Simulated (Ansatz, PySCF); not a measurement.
OS₂, SMILES [O-][S+]=S. Atoms are numbered in the order given.

```xyz
3

S     -0.1648    -1.2788     0.0000
S      0.4425     0.5004     0.0000
O     -0.5553     1.5567     0.0000
```
Charge 0, spin multiplicity 1.

Geometry optimised at PBE0-D3(BJ)/def2-TZVP.

Vertical ionisation energy (IE) and electron affinity (EA) in eV. Rows of orbital energies are one-electron estimates. Where ΔSCF, EOM or ADC give a negative EA the extra electron is unbound and the value depends on the basis.

```json
[
 {"level": "−ε(HOMO), −ε(LUMO), r2SCAN/def2-TZVPD (PySCF)", "IE": "7.22", "EA": "4.79"},
 {"level": "−ε(HOMO), −ε(LUMO), PBE/def2-TZVPD (PySCF)", "IE": "6.97", "EA": "4.77"},
 {"level": "ΔSCF, PBE0/def2-TZVPD (Ansatz), final states of multiplicity 2 and 2", "IE": "10.56", "EA": "1.81"},
 {"level": "ΔSCF, PBE/def2-TZVPD (Ansatz), final states of multiplicity 2 and 2", "IE": "10.46", "EA": "1.55"}
]
```

### Question
What vertical singlet–triplet gap does ΔSCF give with PBE0/def2-TZVPD (Ansatz, a quantum-chemistry and plane-wave program) and with PBE/def2-TZVPD (Ansatz)? (An estimate is asked for; the answer gives what the named calculation found.)

### Answer
1.85 and 1.98 eV (triplet above singlet where positive).
